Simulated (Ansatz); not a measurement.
Diborane 1,2-di Cl (B₂H₄Cl₂). Total charge 0; singlet. Geometry PBE0-D4/def2-SVP, basis def2-TZVP, Ansatz.

```tsv
atom	x (Å)	y (Å)	z (Å)
B1	0.243	0.835	-0.195
Cl2	-0.415	1.646	-1.625
H3	1.021	1.399	0.525
H4	0.756	-0.347	-0.545
B5	-0.243	-0.835	0.195
Cl6	0.415	-1.646	1.625
H7	-1.021	-1.399	-0.525
H8	-0.756	0.347	0.544
```

```csv
run,HOMO (eV),LUMO (eV)
A,-8.94,-1.33
B,-9.16,-1.17
C,-7.99,-2.03
D,-11.38,0.88
E,-7.88,-2.00
F,-12.18,2.38
```

Problem. The runs used B97M-V, HF, PBE0, r2SCAN, r2SCAN0, ωB97X-V. Estimate which is which.

Solution. A PBE0 (25 % exact exchange); B r2SCAN0 (25 % exact exchange); C B97M-V (0 % exact exchange); D ωB97X-V (range-separated); E r2SCAN (0 % exact exchange); F HF (100 % exact exchange). Exact exchange lowers occupied and raises empty levels; among semilocal functionals meta-GGAs tend to open the gap a little, and such runs are hard to tell apart. The gap grows from 5.88 eV (r2SCAN) to 14.56 eV (HF).
